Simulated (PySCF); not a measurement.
## Interval between two levels of In³⁺ by level of theory

In³⁺ [Kr] 4d10 → In³⁺ [Kr] 4d9 5s1 [3D3, M_J = 3], as a difference of total energies. Calculation: PySCF 2.14, in x2c-SVPall-2c with one added diffuse shell each of s, p type (7s9p4d, 54 functions); the two-component X2C-1e Hamiltonian. Correlated levels: [Ar] 3d10 frozen; the 6 highest virtual spinors dropped. "Screened" scales the spin-orbit matrix elements by Boettger's factors to mimic the two-electron term; Breit and QED terms are absent.

| method | interval between two levels (cm⁻¹) |
| --- | --- |
| GHF (spin-free) | 140420 |
| GMP2 (spin-free) | 141030 |
| GHF (screened spin-orbit) | 137570 |
| GMP2 (screened spin-orbit) | 138150 |

The labels give the starting determinants; with spin-orbit coupling the two ends relaxed to ⟨J²⟩ = 0.00, ⟨L²⟩ = 0.01, ⟨S²⟩ = 0.01 and ⟨J²⟩ = 12.00, ⟨L²⟩ = 6.01, ⟨S²⟩ = 2.01.
